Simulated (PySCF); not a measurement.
**How methods differ on the electron affinity of Sb**

Sb⁻ [Kr] 4d10 5s2 5p4 (3P) → Sb [Kr] 4d10 5s2 5p3 (4S), as a difference of total energies. Computed with PySCF 2.14 in def2-TZVPPD with the def2 core potential (28 electrons) (7s5p4d2f, 56 functions), with a scalar-relativistic core potential. Correlated levels: valence and next inner shell: nothing frozen outside the core potential. The calculations carry no spin-orbit coupling.

```tsv
method	electron affinity (eV)
UHF	-0.168
MP2 (valence and next inner shell)	0.439
SCS-MP2 (valence and next inner shell)	0.474
CCSD (valence and next inner shell)	0.544
CCSD(T) (valence and next inner shell)	0.593
```

The reference lies between the lowest fine-structure levels, while these numbers refer to the centres of the terms.

Errors of the correlated levels include the incompleteness of this basis.

A negative affinity means that the anion lies above the atom at that level of theory.

For comparison: 1.047 eV (measured; photodetachment measurements, as compiled on the Wikipedia data page of electron affinities).
